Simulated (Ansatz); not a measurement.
A series at Si: from `[SiH3][SeH]`, ligands are replaced one by one, each step taking up H–F and setting free H₂; n counts the steps. Ansatz, PBE0-D4/def2-TZVP geometries. Each molecule was computed in one conformer, which needn't be the lowest.

| n | molecule | HOMO energy, ωB97M-V/def2-TZVPP (eV) |
| --- | --- | --- |
| 0 | `[SiH3][SeH]` | -9.26 |
| 1 | `F[SiH2][SeH]` | -9.71 |
| 2 | `F[SiH](F)[SeH]` | ? |
| 3 | `F[Si](F)(F)[SeH]` | -10.18 |

Problem. By hand: fit a straight line y = ȳ + b (n − n̄) to the 3 given rows and predict n = 2.

Solution. n̄ = 1.333, ȳ = -9.717; Σ(n − n̄)(y − ȳ) = -1.383, Σ(n − n̄)² = 4.667, so b = -0.296 eV a step. Prediction: -9.717 + (-0.296) × (0.667) = -9.91 eV.

Problem. By hand: compare with the computed value, -9.93 eV, and give the steps along the whole series.

Solution. The line misses by -0.02 eV (computed minus predicted). Steps: -0.45, -0.22, -0.25 eV.

The steps differ by up to 0.23 eV without a steady trend. The highest orbital can change its character along such a series. The miss is 2.2 % of the series' range.

Spin–orbit coupling is left out; it splits and shifts lone-pair levels of the heavy atoms by tenths of an eV.
